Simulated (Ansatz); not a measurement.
Molecule: C4H2BrSe, charge 0, multiplicity 2. It need not be the lowest isomer of its formula. 
Structure (B3LYP-D3(BJ)/def2-TZVP (Ansatz, an electronic-structure program) minimum search):
SMILES: Brc1c[c][se]c1
```xyz
8

Br     2.2767    -0.5910    -0.1720
C      0.4072    -0.2785    -0.0259
C     -0.5156    -1.3804     0.0815
C     -1.7778    -0.9343     0.1735
Se    -1.9964     0.9098     0.1399
C     -0.1154     0.9699    -0.0177
H     -0.2060    -2.4146     0.0849
H      0.4087     1.9078    -0.0874
```
Charge 0, spin multiplicity 2.

Parts of the frozen-core correlation energy in 6-31G* (Ansatz, hartree). Frozen orbitals: 32; correlated occupied orbitals by spin: 16 and 15; virtual: 86 and 87. Open shells are spin-unrestricted. No spin-orbit coupling. No relativistic terms.

```csv
term,value
reference (HF),-5124.18256
MP2 opposite-spin,(withheld)
MP2 same-spin,-0.18895
CCSD correlation,(withheld)
(T),(withheld)
T1 diagnostic,0.043
largest doubles amplitude,0.060
<S^2> of the reference,1.222
```

Q: What belongs in the gaps?

A: 
- MP2 opposite-spin, value: -0.49314
- CCSD correlation, value: -0.74224
- (T), value: -0.03455
